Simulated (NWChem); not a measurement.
System: CH$_{4}$O$_{3}$Si; SMILES C(=O)O[SiH2]O

The following NWChem deck was run.

```
start job
memory heap 200 mb stack 900 mb global 1100 mb
geometry units angstroms noautoz
  O      0.622149    -1.561415     0.577548
  C     -0.424153    -1.547143    -0.019246
  O     -1.048992    -0.447047    -0.405104
  Si    -0.361280     1.073100     0.043492
  O      1.232008     1.131180    -0.363362
  H     -0.978386    -2.462320    -0.313673
  H     -0.621726     1.219496     1.499771
  H     -1.091987     2.063973    -0.773797
  H      1.739276     0.408240     0.030209
end
basis spherical
  * library def2-tzvp
end
dft
  xc xpbe96 cpbe96
  iterations 150
  semidirect filesize 400000000
  mulliken
end
task dft energy
```

Structure relaxed at the PBE0/def2-SVP level.

### Question
What results follow from this input? (PBE/def2-TZVP.) Quantities: energy (Ha); highest occupied level (eV); orbital gap (eV); dipole (D).

### Answer
| Quantity | Result |
|---|---|
| energy (Ha) | -555.46 |
| highest occupied level (eV) | -7.02 |
| orbital gap (eV) | 5.31 |
| dipole (D) | 1.15 |
